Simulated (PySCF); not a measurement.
CH6ClFOSi2, SMILES O[C@H]([SiH3])[Si@@H](F)Cl.

Geometry: B3LYP-D3(BJ)/def2-SVP. The structure was generated by enumeration; whether it is a known compound was not checked. One conformer was computed; it need not be the lowest.

Calculation: TDA-PBE/def2-SVPD run with PySCF.

Vertical excitations. The molecule is in vacuum.

### Question
Estimate the UV-visible absorptions. (Estimate from the structure and the level; the computed values follow.)

### Answer

```csv
state,energy (eV),λ (nm),f,main pairs
S1,5.29,234,0.001,HOMO→LUMO 99 %
S2,5.48,226,0.015,HOMO→LUMO+1 99 %
S3,5.89,210,0.010,HOMO→LUMO+2 98 %
S4,6.37,195,0.039,HOMO→LUMO+3 92 %
S5,6.53,190,0.071,HOMO→LUMO+4 92 %
S6,6.79,183,0.005,"HOMO−1→LUMO 80 %, HOMO→LUMO+5 17 %"
S7,6.89,180,0.006,"HOMO→LUMO+5 75 %, HOMO−1→LUMO 15 %"
S8,7.03,176,0.002,HOMO−1→LUMO+1 91 %
S9,7.11,174,0.000,"HOMO→LUMO+7 73 %, HOMO→LUMO+6 24 %"
S10,7.19,172,0.020,"HOMO→LUMO+6 52 %, HOMO→LUMO+7 21 %"
T1,4.99,249,0,HOMO→LUMO 99 %
T2,5.28,235,0,HOMO→LUMO+1 100 %
T3,5.68,218,0,HOMO→LUMO+2 99 %
T4,6.10,203,0,HOMO→LUMO+3 98 %
```
Triplets are in the Tamm–Dancoff approximation.
